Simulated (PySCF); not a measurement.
Computed with M06-2X/def2-TZVP // B3LYP-D3(BJ)/def2-TZVP (PySCF). Isolated molecules, 0 K electronic values unless said otherwise. One relaxed conformer stands for a flexible species; it need not be the lowest. Excitations are Tamm–Dancoff values on a coarser integration grid. The basis has no diffuse functions, so Rydberg states are missing or too high.

Reference species (SMILES): `O=C[S@@](=O)C` (O–S–C–O torsion 170°) (neutral, multiplicity 1).

- LUMO: -1.00 eV
- HOMO–LUMO gap: 7.45 eV
- S1 excitation (TDA): 3.52 eV
- HOMO: -8.45 eV

Changed species: `O=C[SeH]` (O–C–Se–H torsion 180°) (X = selanyl; the reference has X = methylsulfinyl).

**Question.** What does the change do to the LUMO, HOMO–LUMO gap, S1 excitation (TDA) and HOMO?

**Answer.** the LUMO increases by 0.88 eV, to -0.12 eV; the HOMO–LUMO gap increases by 1.15 eV, to 8.60 eV; the S1 excitation (TDA) increases by 0.73 eV, to 4.25 eV; the HOMO drops by 0.27 eV, to -8.72 eV.
